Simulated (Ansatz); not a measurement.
One change: `B/C=C(/N)F` becomes `B/C=C(\F)Cl`.

Ansatz, PBE0-D4/def2-TZVP geometries, multiplicity 1. Each molecule was computed in one conformer, which needn't be the lowest.

```csv
property,`B/C=C(/N)F`
HOMO energy (ωB97M-V/def2-TZVPP) / eV,-9.00
HOMO–LUMO gap (PBE0/def2-TZVPP) / eV,5.85
LUMO energy (PBE0/def2-TZVPP) / eV,-1.02
HOMO energy (PBE/def2-TZVPP) / eV,-5.82
zero-point energy (PBE0-D4/def2-TZVP) / kJ/mol,191.6
"ideal-gas entropy at 298 K and 1 bar (rigid rotor, harmonic PBE0-D4/def2-TZVP) / J/(mol·K)",315
```

(1) What does the change do to each property? (An estimate is asked.)

Answers

(1) Computed: 
| property | `B/C=C(\F)Cl` | shift |
| --- | --- | --- |
| HOMO energy (ωB97M-V/def2-TZVPP) / eV | -10.32 | -1.32 |
| HOMO–LUMO gap (PBE0/def2-TZVPP) / eV | 5.88 | 0.03 |
| LUMO energy (PBE0/def2-TZVPP) / eV | -2.30 | -1.28 |
| HOMO energy (PBE/def2-TZVPP) / eV | -7.07 | -1.25 |
| zero-point energy (PBE0-D4/def2-TZVP) / kJ/mol | 123.1 | -68.5 |
| ideal-gas entropy at 298 K and 1 bar (rigid rotor, harmonic PBE0-D4/def2-TZVP) / J/(mol·K) | 313 | -2 |

The zero-point energy changes by -68.5 kJ/mol with -6 modes.
